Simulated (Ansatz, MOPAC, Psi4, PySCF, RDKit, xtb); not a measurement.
Pair of molecules: SiH4 (SMILES [SiH4]) (first 5 atoms) with C3H4 (SMILES C=C=C); geometry from B3LYP-D3(BJ)/def2-TZVP, rigid monomers moved along the line of their centres of mass till Si1···C6 is 4.14 Å.
(charge 0, multiplicity 1):
```xyz
12

Si    -0.18064    -0.03077     0.10956
H     -0.64127    -1.42513     0.28734
H     -1.04139     0.88637     0.88806
H     -0.26708     0.32865    -1.32622
H      1.22299     0.09719     0.55753
C      0.14271    -1.25299     4.05331
C      0.17731     0.02767     4.27577
C      0.20990     1.30977     4.48505
H      1.02585    -1.79159     3.72943
H     -0.76969    -1.82317     4.18386
H      0.45138     1.71648     5.46016
H     -0.00445     2.01198     3.68759
```

```
level                              interaction energy (kcal/mol)  cost
---------------------------------  -----------------------------  ----
MMFF94                                                     -0.82     -
UFF                                                        -1.26     -
GFN-FF                                                     -0.90     -
AM1                                                         0.04     -
PM3                                                         0.36     -
PM6                                                        -0.27     -
PM7                                                        -0.88     -
GFN1-xTB                                                   -1.47     -
GFN2-xTB                                                   -1.05     -
HF/STO-3G (no counterpoise)                                -0.01     -
HF/3-21G (no counterpoise)                                 -1.02     -
HF/6-31G*                                                   0.02     -
HF/6-31G* (no counterpoise)                                -0.61     -
HF/aug-cc-pV(D+d)Z                                          0.01     -
PBE/def2-TZVPPD                                            -0.56    ×1
PBE-D3(BJ)/def2-TZVPPD                                     -1.53    ×1
PBE-D4/def2-TZVPPD                                         -1.54    ×1
BP86/6-31G* (no counterpoise)                              -0.16     -
r2SCAN/def2-TZVPPD                                         -0.81    ×2
r2SCAN-D3(BJ)/def2-TZVPPD                                  -1.33    ×2
r2SCAN-D4/def2-TZVPPD                                      -1.26    ×2
B3LYP/6-31G*                                                0.14     -
B3LYP/6-31G* (no counterpoise)                             -0.60     -
B3LYP/6-311+G** (no counterpoise)                           0.10     -
B3LYP/def2-TZVPPD                                           0.09    ×1
B3LYP-D3(BJ)/def2-TZVPPD                                   -1.39    ×1
B3LYP-D4/def2-TZVPPD                                       -1.32    ×1
PBE0/def2-TZVPPD                                           -0.49    ×1
PBE0-D3(BJ)/def2-TZVPPD                                    -1.51    ×1
PBE0-D4/def2-TZVPPD                                        -1.46    ×1
M06-2X/6-31G* (no counterpoise)                            -1.57     -
wB97X-V/def2-TZVPPD                                        -1.28    ×3
wB97M-V/def2-TZVPPD                                        -1.22    ×4
MP2/6-31G*                                                 -0.47     -
MP2/6-31G* (no counterpoise)                               -1.40     -
MP2/aug-cc-pV(D+d)Z                                        -1.19     -
SCS-MP2/aug-cc-pV(D+d)Z                                    -0.92     -
CCSD/aug-cc-pV(D+d)Z                                       -0.97     -
CCSD(T)/aug-cc-pV(D+d)Z                                    -1.14   ×10
SAPT0/jun-cc-pV(D+d)Z                                      -0.90     -
```

The rows run from -1.57 (M06-2X/6-31G* (no counterpoise)) to 0.36 kcal/mol (PM3). In aug-cc-pV(D+d)Z the value moves HF 0.01, MP2 -1.19, CCSD -0.97, CCSD(T) -1.14, a shift of -1.15 from HF to CCSD(T). The dispersion term adds -0.97 in PBE-D3(BJ), -0.98 in PBE-D4, -0.52 in r2SCAN-D3(BJ). The 6 functionals in def2-TZVPPD without D3 or D4 span 1.37, from wB97X-V to B3LYP.

Interaction energies are E(AB) − E(A) − E(B) at the monomers' geometry in the complex; basis-set methods are counterpoise corrected. Rows marked so take none. RDKit's UFF carries no charges.

Frozen-core correlation. Rows in 3-21G, 6-311+G**, 6-31G*, STO-3G carry no dispersion term and start afresh at each structure (6-31G* with six Cartesian d functions). MP2/6-31G* freezes PySCF's default core. The state reached by AM1, PM3, PM6, PM7 isn't checked; PM7 holds dispersion and hydrogen-bond terms.

Programs: Ansatz (Gaussian orbitals); MOPAC for AM1, PM3, PM6, PM7 (differences of heats of formation); Psi4 for SAPT; PySCF for 3-21G rows, 6-311+G** rows, 6-31G* rows, STO-3G rows, the dispersion terms; RDKit for the force fields; xtb for the GFN methods. 

Costs are rough ratios of core time to PBE/def2-TZVPPD (about 8 s over the structures, on one shared machine); a dash marks a level with no comparable run of its own.

Ansatz is a first-principles code.
